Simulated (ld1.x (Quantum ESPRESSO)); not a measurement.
Building the PAW potential for S (PBE, scalar-relativistic).

S, PAW, made with ld1.x (Quantum ESPRESSO) 7.5 (PBE, scalar-relativistic). Core [Ne], reference 3s2 3p4. Waves: 3s (bound): rcut 1.30, rcutus 1.40 bohr; 3s channel at 0.85 Ry: rcut 1.30, rcutus 1.40 bohr; 3p (bound): rcut 1.40, rcutus 1.55 bohr; 3p channel at -0.15 Ry: rcut 1.40, rcutus 1.55 bohr; 3d channel at 0.4 Ry: rcut 1.50, rcutus 1.60 bohr; 3d channel at 0.75 Ry: rcut 1.50, rcutus 1.60 bohr. Local part: all-electron potential smoothed inside 1.55 bohr (lloc = -1). Core correction: Bessel-smoothed model core, default radius (core density twice the valence density). Augmentation charge: PSQ, inside the norm-conserving radii.

Results:

```json
{
  "Cutoffs needed": "18 Ry and 35 Ry (the cutoffs (Ry, on a coarse ladder) from which the occupation-weighted sum of valence levels, in a spherical-Bessel basis at the reference potential, stays within 10 and 1 mRy of its value at 400 Ry)",
  "Ghost test": "no extra level below or beside the all-electron valence levels (s, p, d, f tested) (spherical-Bessel basis up to 400 Ry, 20 bohr box)",
  "Largest excitation error": "-100 meV (all-electron minus pseudo) for 3s2 3p0, out of 7 test configurations",
  "Lowest eigenvalue of the overlap operator": "0.46 (s channel)",
  "Density cutoff estimated by the generator": "189 Ry"
}
```

Generation and tests took about 3 s on one core of a shared server CPU.
